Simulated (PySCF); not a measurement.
## Predicted spectroscopic data

[PySCF: GFN2-xTB structure; couplings computed with B3LYP/pcJ-1 (spin–dipole term left out of most H,H and C,H couplings); shieldings: GIAO PBE0/pcSseg-1; one computed conformer; one averaged value for each set of equivalent atoms; no relativistic terms; gas phase]

Chemical shifts δ = σref − σ; 1H (31.72 ppm), 13C (186.93 ppm) against TMS, all at this level. Multiplet labels drop J under 1 Hz and among equivalent protons, and merge close values. Unscaled 3J(H,H) run several per cent high. Splittings of carbon signals by F and P are missing where no couplings were computed. Where no couplings were computed, multiplicities follow the n + 1 count of equivalent neighbours, and m marks all less simple cases (inequivalent or close neighbours, rings, F or P nearby). Vicinal couplings that depend on rotamer populations or ring flexing (ring, CH–CH, X–H and H–F types) are those of the one conformer. One-bond C–F couplings are unscaled and too large by tens of Hz. Shifts are as computed. Against solution values, carbons near 30 ppm lie about +3 ppm off and those near 130 ppm about +5 ppm; carbons on Cl a further +6 ppm. Of 1309 compounds with measured shifts, 239 miss one by over three times the rms of a fit or turn the order of signals round; such compounds aren't used in these exercises. Carbons bonded to Cl come out too deshielded.

Compound 1 (C₄H₇FO₂). 1H NMR (600 MHz, computed): δ 6.27 (m, 1H), 5.70 (m, 1H), 3.61 (s, 3H), 2.83 (m, 1H), 2.67 (m, 1H). 13C{1H} NMR (computed): δ 114.6 (CH, d, J = 298.1 Hz), 105.9 (CH), 57.1 (CH3), 41.9 (CH2, d, J = 25.8 Hz). Structure: `InChI=1S/C4H7FO2/c1-6-4-2-3(5)7-4/h3-4H,2H2,1H3/t3-,4-/m0/s1`.

Compound 2 (C₆H₃ClO₂). 1H NMR (600 MHz, computed): δ 6.96 (d, 1H), 6.51 (s, 1H), 6.21 (d, 1H). 13C{1H} NMR (computed): δ 183.7, 180.9, 161.3, 145.7, 135.1, 135.1. Structure: `O=C1C=CC(Cl)=CC1=O`.

Compound 3 (C₃H₁₀F₃NSi₃). 1H NMR (600 MHz, computed): δ 7.06 (m, 1H), 4.80 (s, 6H), 3.72 (m, 1H), 3.21 (m, 1H), 3.07 (m, 1H). 13C{1H} NMR (computed): δ 124.0, 97.1, 45.8. Structure: SMILES [SiH3]N([C@@H]1[C@](C(F)F)(F)[SiH2]1)[SiH3].
